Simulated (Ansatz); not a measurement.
C₆H₅, SMILES [c]1ccccc1 (connectivity only; charge and spin as stated), charge +1, multiplicity 1.

Geometry optimised at B3LYP-D3(BJ)/def2-SVP. The spin state was assumed, not searched. The isomer is the one that the SMILES or the coordinates give; other isomers of the formula were not compared.

Two levels are set side by side: PBE/def2-SVPD (Ansatz, a first-principles code) and PBE0/def2-SVPD (Ansatz). Energy differences of separate SCF runs at the same geometry; the states with an electron removed or added have multiplicity 2 and 2. Differences are taken from unrounded values.

| quantity | PBE0 |
|---|---|
| vertical ionisation energy (eV) | 15.74 |
| vertical electron affinity (eV) | 7.62 |
| vertical singlet–triplet gap (eV) | 1.77 |

Task: What does PBE give, and how far is it from PBE0? (An estimate is asked for; the answer gives what the named calculation found.)

Result: 
```json
[
 {"quantity": "vertical ionisation energy (eV)", "PBE": "15.76", "PBE minus PBE0": "0.03"},
 {"quantity": "vertical electron affinity (eV)", "PBE": "7.40", "PBE minus PBE0": "-0.22"},
 {"quantity": "vertical singlet–triplet gap (eV)", "PBE": "2.00", "PBE minus PBE0": "0.23"}
]
```
